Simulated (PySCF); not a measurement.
NMR data simulated for an unnamed compound:

1H NMR (400 MHz, computed): δ 9.07 (s, 1H), 8.84 (s, 1H), 2.91 (s, 6H), 2.30 (s, 3H).

13C{1H} NMR (computed): δ 156.9 (CH), 152.0 (C), 143.7 (CH), 127.4 (C), 42.6 (CH3), 18.7 (CH3).

All values are calculated (PySCF 2.14.0 with density-fitted response routines): shieldings: GIAO PBE0/pcSseg-1, structure optimised with GFN2-xTB. Averaged over atoms made equivalent by symmetry, fast rotation or ring inversion, isolated molecule, a single conformation, non-relativistic.

δ = σ(ref) − σ, references computed at the same level: 1H and 13C vs TMS.

Which of these does the molecule contain: an ester, a heteroaromatic ring, an N-methyl group, a methoxy group, a nitrile?

Answers


- An ester: no.
- A heteroaromatic ring: yes.
- An N-methyl group: yes (δC 42.6; δH 2.91 (s)).
- A methoxy group: no.
- A nitrile: no.

The data belong to `Cc1cnncc1N(C)C`, C₇H₁₁N₃; they needn't prove each group on their own.

Carbon signals by region: 4 in the sp2 and nitrile region (100–160 ppm), 2 below 50 ppm.

Shifts are as computed. Against solution values, carbons near 30 ppm lie about +3 ppm off and those near 130 ppm about +5 ppm. Of 1211 compounds with measured shifts, 218 miss one by over three times the rms of a fit or turn the order of signals round; such compounds aren't used in these exercises. No couplings were computed; multiplicities are counted from neighbouring protons, with m where these are inequivalent, close in shift, in a saturated or five-membered ring or joined by F or P, and br s for small geminal =CH2 splittings.
